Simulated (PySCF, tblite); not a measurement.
Calculations on `BC1=C(Cl)[C](C)[CH+]O1` [radical], in the order of a workflow; each names the level of the geometry that it ran on. Settings lines and outputs come from a driver script.

Species: C5H6BClO (charge +1 and doublet state).
Bonds: B1–C2, C2–C3 (double), C3–Cl4, C3–C5, C5–C6, C5–C7, C7–O8, C2–O8. Hydrogens: H9, H10 on B1; H11, H12, H13 on C6; H14 on C7.

Step 1: GFN2-xTB geometry optimisation, gas phase (tblite 0.8.0) (from a force-field or distance-geometry start)
```json
{"job": {"kind": "relax", "xc": "GFN2-xTB", "basis": "xTB"}, "charge": 1, "multiplicity": 2}
```
```
step      E/eV     max force
  0    -627.00965    4.926
  1    -627.71435    2.821
  2    -627.92050    1.724
...
 75    -628.94433    0.029
 76    -628.94447    0.028
 77    -628.94459    0.027
 78    -628.94465    0.019
 79    -628.94469    0.010
```

Energy lowered by 44.6 kcal/mol over 79 steps; largest atomic force 0.010 eV/Å at the end. «max force» is the largest atomic force in eV/Å.

The run took 0.63 s on an Arm Neoverse V1 with one thread, on a shared host.

Step 2: GFN2-xTB harmonic vibrations, gas phase (tblite 0.8.0) (on the GFN2-xTB geometry)
```json
{"job": {"kind": "ir", "xc": "GFN2-xTB", "basis": "xTB"}, "charge": 1, "multiplicity": 2}
```
```
(table of modes left out)
```

36 modes from 55 to 3135 cm⁻¹ (unscaled, harmonic); zero-point energy 58.8 kcal/mol; all wavenumbers are real at this level.

The run took 0.51 s wall on one thread of an Arm Neoverse V1, no GPU, shared host.

Step 3: UKS B3LYP, pcH-1 on B C Cl H O, non-relativistic, mean-field spin-orbit, GIAO (PySCF 2.14.0) (on the GFN2-xTB geometry)
```json
{"job": {"kind": "epr", "basis": "pcH-1"}, "charge": 1, "multiplicity": 2}
```
```
...
E = -754.08047009 Eh   <S^2> = 0.7607 (exact 0.7500)
g shifts (ppm)      1          2          3
  rmc          -158       -158       -158
  gc             -8         36         33
  oz_so        -467       2972       7127
  total        -633       2849       7003
hyperfine (MHz)  atom isotope    a_iso     a_fc   dipolar eigenvalues
    0   11B     -21.32     -21.32     -7.23     -0.63      7.86
    1   13C      39.34      39.59    -42.31    -40.85     83.16
    2   13C       1.01       0.74    -13.70    -10.58     24.28
    3  35Cl       4.96       4.41    -19.57    -17.86     37.44
    4   13C     -17.05     -17.14     -6.86      2.68      4.18
    5   13C       0.48       0.47     -0.58      0.03      0.55
    6   13C      40.06      40.15    -36.50    -34.58     71.08
    7   17O       1.44       1.39     -3.05     -1.87      4.92
    8    1H      78.02      78.02     -4.68     -2.37      7.05
    9    1H      71.25      71.25     -4.67     -2.54      7.21
   10    1H       3.87       3.86     -1.26     -0.89      2.15
   11    1H       1.22       1.22     -1.52     -0.51      2.03
   12    1H      -1.37      -1.37     -1.59     -1.26      2.85
   13    1H     -32.01     -32.01    -16.79     -2.46     19.25
```

⟨S²⟩ 0.761; g_iso 2.0054. rmc, gc and oz_so are the mass-correction, gauge-correction and orbital-Zeeman/spin–orbit parts of the g shift along its three principal axes; a_iso is the isotropic hyperfine coupling and a_fc its Fermi-contact part. The log counts atoms from 0, this text from 1.

Time: 99 s of wall time (grids of density and orbitals included); peak memory 0.96 GiB. Hardware: Arm Neoverse V1, one thread, no GPU, on a shared host.

Geometry of the electronic-property runs (GFN2-xTB):
```
atom  x, y, z in Å
B1     2.828   -0.151    0.526
C2     1.309   -0.264    0.396
C3     0.374    0.530   -0.360
Cl4    0.760    1.841   -1.329
C5    -0.914   -0.001   -0.120
C6    -2.191    0.476   -0.692
C7    -0.695   -1.054    0.741
O8     0.611   -1.200    1.030
H9     3.506   -1.075    0.296
H10    3.335    0.851    0.847
H11   -2.278    0.155   -1.731
H12   -2.231    1.563   -0.681
H13   -3.036    0.078   -0.139
H14   -1.380   -1.748    1.196
```

 (This holds for the electronic-property runs.)

One conformer stands for the species.
